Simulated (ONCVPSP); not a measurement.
Co (Z = 27): variants of one ONCV potential

Base potential:

cobalt, optimised norm-conserving Vanderbilt (ONCV), made with ONCVPSP 4.0.1 (LDA (Perdew-Wang 92), scalar-relativistic). Core [Ne], reference 3s2 3p6 3d7 4s2. Waves: 3s+4s: rc 1.30 bohr, ncon 4, nbas 8, qcut 7.9 1/bohr, 2 projectors; 3p: rc 0.90 bohr, ncon 5, nbas 10, qcut 9.6 1/bohr, 2 projectors, debl 0.6 Ha; 3d: rc 1.35 bohr, ncon 4, nbas 8, qcut 13.6 1/bohr, 2 projectors, debl 2.2 Ha. Local part: polynomial inside 0.70 bohr (lpopt 5, dvloc0 0 Ha). Core correction: Teter function, fcfact 2.5, rcfact 1.55.

In the p channel the program set the typed energies aside and used -2.408, 0.250 Ha.

All-electron outer shells of the reference configuration (LDA (PZ), scalar-relativistic, ld1.x):

| shell | level (eV) | outermost node (bohr) | outermost maximum (bohr) |
| --- | --- | --- | --- |
| 2p | -769.46 | – | 0.17 |
| 3s | -101.87 | 0.31 | 0.67 |
| 3p | -65.51 | 0.28 | 0.68 |
| 3d | -8.46 | – | 0.66 |
| 4s | -5.68 | 0.96 | 2.29 |

Cutoffs, loose and tight: the cutoffs (Ha) at which the residual kinetic energy of the hardest occupied pseudo-wave falls to 1 and 0.1 mHa per electron. They do not see the model core or the augmentation charge, which bear on the density cutoff. Test errors are all-electron minus pseudo excitation energies from the reference, over the configurations 3s2 3p6 3d7 4s1; 3s2 3p6 3d7 4s0; 3s2 3p6 3d6 4s0; 3s2 3p6 3d6 4s2 4p1. A dash means not determined; rows that change the core or the reference have their own tests.

```tsv
change	outcome	cutoff, loose	cutoff, tight	bound ghosts	GHOST(+) flags above zero	largest test error (meV)
base	generated, projector energies reset by the program	63 Ha	336 Ha	none	s	+22
local potential polynomial inside 0.80 bohr (lpopt 2, dvloc0 0 Ha)	generated, projector energies reset by the program	63 Ha	336 Ha	none	none	+22
local potential polynomial inside 0.70 bohr (lpopt 5, dvloc0 10 Ha)	generated, projector energies reset by the program	63 Ha	336 Ha	none	none	+22
core correction Teter function, fcfact 2.5, rcfact 1.54	generated, projector energies reset by the program	63 Ha	336 Ha	none	s	+22
core correction none	generated, projector energies reset by the program	63 Ha	336 Ha	none	s	+23
d: ncon 5, nbas 9	generated, projector energies reset by the program	67 Ha	336 Ha	none	s	+18
```

(1) What comes out with this change to the base: fully relativistic?

(2) What comes out with this change to the base: d: qcut 14.2?

(3) What comes out with this change to the base: s: rc 0.92?

Answers

(1) outcome: generated, projector energies reset by the program; cutoff, loose: 63 Ha; cutoff, tight: 340 Ha; bound ghosts: none; GHOST(+) flags above zero: s; largest test error (meV): +22.

(2) outcome: generated, projector energies reset by the program; cutoff, loose: 66 Ha; cutoff, tight: 336 Ha; bound ghosts: none; GHOST(+) flags above zero: s; largest test error (meV): +20.

(3) outcome: generated, projector energies reset by the program; cutoff, loose: 181 Ha; cutoff, tight: 336 Ha; bound ghosts: none; GHOST(+) flags above zero: s; largest test error (meV): +22.
